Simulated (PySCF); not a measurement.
N³⁺ (nitrogen, charge +3) across methods

[He] 2s2, closed-shell 1S. All numbers are calculated (PySCF 2.14, no relativity, point nucleus, in dyall-acv3z (15s9p4d2f, 76 functions)).

```json
{"method": "PBE", "E (hartree)": "-51.1303", "mean ε 1s (eV)": "-450.59", "mean ε 2s (eV)": "-68.083", "Σ⟨r²⟩ (bohr²)": "3.017", "⟨S²⟩": "0.000"}
{"method": "TPSS", "E (hartree)": "-51.2078", "mean ε 1s (eV)": "-453.65", "mean ε 2s (eV)": "-68.444", "Σ⟨r²⟩ (bohr²)": "3.010", "⟨S²⟩": "0.000"}
{"method": "B97-3", "E (hartree)": "-51.1929", "mean ε 1s (eV)": "-462.47", "mean ε 2s (eV)": "-70.397", "Σ⟨r²⟩ (bohr²)": "3.004", "⟨S²⟩": "0.000"}
{"method": "UHF", "E (hartree)": "-51.08217", "mean ε 1s (eV)": "-493.07", "mean ε 2s (eV)": "-75.286", "Σ⟨r²⟩ (bohr²)": "3.042", "⟨S²⟩": "0.000"}
{"method": "r2SCAN", "E (hartree)": "-51.1596", "mean ε 1s (eV)": "-455.22", "mean ε 2s (eV)": "-68.480", "Σ⟨r²⟩ (bohr²)": "3.028", "⟨S²⟩": "0.000"}
{"method": "PBE0", "E (hartree)": "-51.1425", "mean ε 1s (eV)": "-461.38", "mean ε 2s (eV)": "-70.144", "Σ⟨r²⟩ (bohr²)": "3.018", "⟨S²⟩": "0.000"}
{"method": "revPBE", "E (hartree)": "-51.1924", "mean ε 1s (eV)": "-450.83", "mean ε 2s (eV)": "-68.122", "Σ⟨r²⟩ (bohr²)": "3.015", "⟨S²⟩": "0.000"}
{"method": "BP86", "E (hartree)": "-51.1870", "mean ε 1s (eV)": "-451.03", "mean ε 2s (eV)": "-68.169", "Σ⟨r²⟩ (bohr²)": "3.008", "⟨S²⟩": "0.000"}
```

Question: Estimate the same row for LDA.

Answer: E (hartree) = -50.7211; mean ε 1s (eV) = -447.32; mean ε 2s (eV) = -67.757; Σ⟨r²⟩ (bohr²) = 3.038; ⟨S²⟩ = 0.000.
